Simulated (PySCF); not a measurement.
ethylene (C2H4), singlet, geometry from GFN2-xTB, with bond 3-1 at 1.4 times its length.

The PySCF input:
```python
from pyscf import gto, scf, mcscf
import numpy

mol = gto.Mole()
mol.atom = '''
    C    -0.013287   -0.006567    0.658005
    C     0.013287    0.006567   -0.658005
    H    -0.023940    1.264995    1.470309
    H    -0.028738   -0.926221    1.219823
    H     0.028738    0.926221   -1.219823
    H     0.020896   -0.901691   -1.238223
'''
mol.basis = 'sto-3g'
mol.charge = 0
mol.spin = 0
mol.verbose = 4
mol.build()

mf = scf.RHF(mol)
mf.kernel()
mc = mcscf.CASSCF(mf, 8, 6)
mc.fix_spin_(ss=0.0)
mc.kernel()
occ = numpy.linalg.eigvalsh(mc.fcisolver.make_rdm1(mc.ci, mc.ncas, mc.nelecas))[::-1]
ss = mc.fcisolver.spin_square(mc.ci, mc.ncas, mc.nelecas)[0]
print('natural occupations', occ.round(4), ' <S^2>', round(ss, 4))
```

Predict the SCF-reference HOMO-LUMO gap from PySCF with CASSCF(6,8)/STO-3G.

17.91 eV

What is the computed total energy (CASSCF(6,8)/STO-3G)?

-77.0998 Eh

What natural occupations of the active orbitals does CASSCF(6,8)/STO-3G give?

1.98, 1.92, 1.89, 0.11, 0.08, 0.02, 0.00, 0.00

Predict the nuclear repulsion energy from CASSCF(6,8)/STO-3G.

32.5050 Eh

Estimate the SCF-reference HOMO energy that CASSCF(6,8)/STO-3G returns for this input.

-8.98 eV
